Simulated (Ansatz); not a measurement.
Frontier orbitals of `CC(Cl)Br`.

The species carries charge 0 and has multiplicity 1. Correlated methods include outer-core shells of Br, which these sets cover unevenly. Scalar relativity is left out up to krypton. All single points use the PBE0-D4/def2-TZVP geometry. Basis def2-TZVPP, the Gaussian-basis code of Ansatz.

Orbital energies of one run (eV). Highest occupied ones, from the top: -6.85, -6.92, -7.52, -7.69, -9.45, -9.65, -10.82, -11.55, -12.12, -15.19, -18.43, -19.74, -22.31, -67.47. Empty: -1.57, -0.36, 0.55, 1.35, 2.10, 2.39.

(1) Which functional gave them?
A. LC-ωPBE
B. PBE0
C. PBE
D. B97M-V

Answers

(1) C. HOMO energies: PBE -6.85, B97M-V -7.28, PBE0 -8.16, LC-ωPBE -10.93 eV.

LC-ωPBE has ω = 0.4 bohr⁻¹.
